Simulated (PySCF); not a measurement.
Calculated NMR parameters of Nc1ccccn1

```
Formula                               : C5H6N2
SMILES                                : Nc1ccccn1
InChI                                 : InChI=1S/C5H6N2/c6-5-3-1-2-4-7-5/h1-4H,(H2,6,7)
Point group of the computed structure : C1
Degrees of unsaturation               : 4
Carbon signals                        : 5
Proton signals                        : 5
```

Molfile (atoms numbered from 1):
```
C5H6N2
     RDKit          3D

 13 13  0  0  0  0  0  0  0  0999 V2000
    2.2938   -0.0204    0.2483 N   0  0  0  0  0  0  0  0  0  0  0  0
    0.9299   -0.0754    0.1165 C   0  0  0  0  0  0  0  0  0  0  0  0
    0.1847    1.0643   -0.2191 C   0  0  0  0  0  0  0  0  0  0  0  0
   -1.1862    0.9532   -0.2883 C   0  0  0  0  0  0  0  0  0  0  0  0
   -1.7897   -0.2710   -0.0224 C   0  0  0  0  0  0  0  0  0  0  0  0
   -0.9636   -1.3324    0.2987 C   0  0  0  0  0  0  0  0  0  0  0  0
    0.3609   -1.2525    0.3652 N   0  0  0  0  0  0  0  0  0  0  0  0
    2.7476   -0.9185    0.2646 H   0  0  0  0  0  0  0  0  0  0  0  0
    2.7821    0.7052   -0.2457 H   0  0  0  0  0  0  0  0  0  0  0  0
    0.6817    2.0078   -0.4130 H   0  0  0  0  0  0  0  0  0  0  0  0
   -1.7858    1.8187   -0.5476 H   0  0  0  0  0  0  0  0  0  0  0  0
   -2.8635   -0.3973   -0.0643 H   0  0  0  0  0  0  0  0  0  0  0  0
   -1.3861   -2.3110    0.5113 H   0  0  0  0  0  0  0  0  0  0  0  0
  1  2  1  0
  2  3  2  0
  3  4  1  0
  4  5  2  0
  5  6  1  0
  6  7  2  0
  7  2  1  0
  1  8  1  0
  1  9  1  0
  3 10  1  0
  4 11  1  0
  5 12  1  0
  6 13  1  0
M  END
```

A single conformation, equivalent nuclei averaged, no solvent, no relativistic terms. Shieldings: GIAO B97-2/pcSseg-2; coordinates at the PBE0-D3(BJ)/def2-TZVP level; PySCF.

Shifts are taken against calculated references (same method and geometry level): 1H and 13C vs TMS; 15N vs NH3.

```tsv
carbon	δC, type	δH (multiplicity)	HMBC from (2–3 bonds)	span of the C tensor (ppm)
C2	165.9, C	–	H13, H11, H10	197
C3	110.7, CH	6.46 (d)	H11, H12	181
C4	144.1, CH	7.56 (m)	H13, H12, H10	251
C5	118.0, CH	6.70 (m)	H13, H11, H10	217
C6	157.5, CH	8.36 (d)	H11, H12	223
```

Other nuclei:
| atoms | nucleus | environment | δ (ppm) | σ (ppm) |
| --- | --- | --- | --- | --- |
| H8/H9 | 1H | hydrogen on an aniline-type nitrogen | 4.11 | 27.53 |
| N7 | 15N | pyridine-type ring nitrogen | 300.7 | -38.9 |
| N1 | 15N | aniline-type nitrogen | 85.1 | 176.7 |

1. Carbon types of the structure: 1 × C, 4 × CH, leaving 2 H on heteroatoms.
2. δC 165.9: aromatic carbon bearing nitrogen; σ withdrawal by the attached heteroatom moves it downfield of the ring CH carbons.
3. δC 157.5: aromatic CH next to a ring nitrogen; the adjacent pyridine-type nitrogen withdraws density from it.
4. δC 144.1, 118.0, 110.7: aromatic CH.
5. δH 8.36: hydrogen on an aromatic CH next to a ring nitrogen; ring current plus the neighbouring ring nitrogen.
6. δH 4.11: hydrogen on an aniline-type nitrogen; labile proton, position sensitive to the medium.

The OH or NH signal is concentration- and solvent-dependent in practice; the value given is the gas-phase one. Shifts are as computed. Against solution values, carbons near 30 ppm lie about +3 ppm off and those near 130 ppm about +7 ppm. Of 1211 compounds with measured shifts, 218 miss one by over three times the rms of a fit or turn the order of signals round; such compounds aren't used in these exercises. Experimental scales use liquid or dissolved standards, which lie at an offset from isolated NH3 (liquid NH3: subtract about 20 ppm). Unscaled 15N shifts of sp2 nitrogen come out 20 to 40 ppm too high even then. No couplings were computed; multiplicities are counted from neighbouring protons, with m where these are inequivalent, close in shift, in a saturated or five-membered ring or joined by F or P, and br s for small geminal =CH2 splittings.
